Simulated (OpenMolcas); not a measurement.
# W+: CASPT2 settings compared

```json
{
 "Program": "OpenMolcas",
 "Basis": "ANO-R2 [8s6p5d3f2g]",
 "Scalar Hamiltonian": "X2C, finite nucleus",
 "Active space": "5 electrons in 6 orbitals (5d 6s)",
 "State averaging": "2S+1 = 6 even, 6 roots; 2S+1 = 4 even, 35 roots; 2S+1 = 2 even, 5 roots (0 in the spin-orbit step)",
 "Spin-orbit coupling": "RASSI with atomic mean-field integrals over the reference wave functions, term energies averaged over their components"
}
```

Methods on the same reference wave functions:
A. CASSCF
B. SS-CASPT2, IPEA 0.35 Eh, real shift 0.05 Eh (closed shells correlated: 5s 5p)
C. XMS-CASPT2, IPEA 0.75 Eh, sigma2 regulariser 0.3 Eh (closed shells correlated: 5s 5p)
D. XMS-CASPT2, IPEA 0 Eh, sigma2 regulariser 0.15 Eh (closed shells correlated: 5s 5p)

Energies in cm⁻¹ above 5d⁴ 6s ⁶D_1/2, the measured ground level; measured values from NIST Handbook of Basic Atomic Spectroscopic Data.

```tsv
Level	A	B	C	D	Measured
5d⁴ 6s ⁶D_1/2	0.0	0.0	0.0	0.0	0.0
5d⁴ 6s ⁶D_3/2	993	1085	1021	1142	1519
5d⁴ 6s ⁶D_5/2	2420	2580	2460	2680	3172
5d⁴ 6s ⁶D_7/2	4069	4190	4060	4250	4716
5d⁴ 6s ⁶D_9/2	5745	5700	5630	5630	6147
5d⁵ ⁶S_5/2 [73 %]	8327	8470	9110	8480	7420
5d⁴ 6s ⁴P_1/2	12603	10160	11630	9210
```

Deviations, from unrounded energies. A percentage is the sum of absolute deviations over the sum of measured energies, with the sign that they share, or ± where signs differ.

```json
{"Against measurement": "mean absolute deviation (cm-1)", "Levels": "5", "A": "650", "B": "610", "C": "810", "D": "580"}
{"Against measurement": "fine structure of the ground term (%)", "Levels": "4", "A": "-15.0", "B": "-12.8", "C": "-15.3", "D": "-11.9"}
{"Against measurement": "other configurations (%)", "Levels": "1", "A": "+12.2", "B": "+14.2", "C": "+22.7", "D": "+14.2"}
```

B, D lie about equally close to measurement and C furthest from it. The largest miss of D in the table is 5d⁵ ⁶S_5/2 [73 %], by +1100 cm-1. The ranking rests on the paired levels alone, and a cruder setting can come out closer through cancelling errors.

Among B to D the level of the table that moves most is 5d⁴ 6s ⁴P_1/2, by 2400 cm-1 (lowest in D, highest in C). Moves below CASPT2's spread within the term are not significant.

The two smallest mean deviations differ by little beside CASPT2's spread within terms, so their order carries little weight.

The lowest spin-free term lies below A's lowest term by 0.289 hartree in B, 0.278 hartree in C, 0.310 hartree in D.

CASPT2 breaks the degeneracy within a term, and the mean is taken; among the terms shown or strongly mixed into the levels shown the widest spread is 82 cm-1 (5d⁴ 6s ⁶D, C). Some high roots are left out of the spin-orbit mixing, which shifts the levels that they would mix with. Configurations are named by rounded mean occupations; where the s occupation lies near a half they are strongly mixed, a name can repeat and a true partner stay unpaired. A single d shell beside an s shell can misplace configurations of different d count against each other. Without dynamic correlation excited terms often stand tens of per cent too high (terms of higher spin than the ground term too low), and those without a measured partner can miss by more than the paired ones (holds for A). Some terms miss by over 15 % even with CASPT2, which points to a basis or an active space too small for the shells correlated (holds for B; C; D). Measured partners are found by configuration, term and J. A level has none where our copy of the source lacks it or the pairing is in doubt (some pairs that miss far off the trend of their configuration count as doubtful), and it then counts in no deviation. Only configurations of the active space appear. The table leaves out levels that lie high or whose names do not pair safely across all columns.

A share in square brackets marks a mixed level and gives the weight of the term that names it, the lowest over the columns.
